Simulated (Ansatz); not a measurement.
isotetrasilane (H10Si4), singlet, at a GFN2-xTB geometry. Base run: Ansatz (an electronic-structure program) with HF/STO-3G.

Here is a job for Ansatz.
Ansatz 0.2 input:
```yaml
crystal:
  periodic: [false, false, false]
  atoms:
    - {symbol: Si, position_ang: [-0.01394313, 2.09614472, -0.79913652]}
    - {symbol: Si, position_ang: [0.04558500, 0.14517732, 0.46898895]}
    - {symbol: Si, position_ang: [1.91744944, -1.16426879, 0.02240857]}
    - {symbol: Si, position_ang: [-1.94350764, -1.05927062, 0.36518505]}
    - {symbol: H, position_ang: [1.20137455, 2.90488590, -0.67825699]}
    - {symbol: H, position_ang: [-0.16176468, 1.78520261, -2.22362805]}
    - {symbol: H, position_ang: [-1.12917524, 2.98053605, -0.45309522]}
    - {symbol: H, position_ang: [0.18280575, 0.58219256, 1.88074744]}
    - {symbol: H, position_ang: [3.18280585, -0.44523778, 0.18824825]}
    - {symbol: H, position_ang: [1.89596136, -1.64599453, -1.36149566]}
    - {symbol: H, position_ang: [2.00972012, -2.35449961, 0.87123596]}
    - {symbol: H, position_ang: [-1.95871071, -2.23300110, 1.24140469]}
    - {symbol: H, position_ang: [-3.12199303, -0.26661890, 0.72371910]}
    - {symbol: H, position_ang: [-2.17919530, -1.55642221, -0.99312418]}
basis:
  gaussian:
    orbitals: STO-3G
hamiltonian:
  xc: hf
```

The bond that is stretched is that between atoms 10 and 3. A test that says stable can miss a lower solution.

Each row names what was changed in the base input (with any setting that the change needs).

```csv
change,ΔE vs base (eV),<S^2>,stability test says
base,0.00,0.000,minimum (restricted orbitals)
spin_polarized = on; lower_state_search = off,0.00,0.000,undecided (no full test)
spin_polarized = on; lower_state_search = standard,0.00,0.000,minimum
bond × 1.25,1.54,0.000,minimum (restricted orbitals)
spin_polarized = on; lower_state_search = off; bond × 1.25,1.54,0.000,undecided (no full test)
spin_polarized = on; lower_state_search = standard; bond × 1.25,1.54,0.000,minimum
bond × 1.5,3.92,0.000,minimum (restricted orbitals)
spin_polarized = on; lower_state_search = off; bond × 1.5,3.92,0.000,undecided (no full test)
spin_polarized = on; lower_state_search = standard; bond × 1.5,3.50,0.509,minimum
bond × 1.8,6.54,0.000,minimum (restricted orbitals)
spin_polarized = on; lower_state_search = off; bond × 1.8,6.54,0.000,undecided (no full test)
spin_polarized = on; lower_state_search = standard; bond × 1.8,4.31,0.884,minimum
bond × 2.2,8.95,0.000,minimum (restricted orbitals)
spin_polarized = on; lower_state_search = off; bond × 2.2,8.95,0.000,undecided (no full test)
spin_polarized = on; lower_state_search = standard; bond × 2.2,4.55,0.988,minimum
bond × 3.0,10.91,0.000,minimum (restricted orbitals)
spin_polarized = on; lower_state_search = off; bond × 3.0,4.59,1.003,undecided (no full test)
spin_polarized = on; lower_state_search = standard; bond × 3.0,4.59,1.003,minimum
```

Where a bond breaks into two radicals, a solution with restricted orbitals usually stops being the lowest and lies too high; an unrestricted one lies lower at the price of spin contamination, which <S^2> shows.
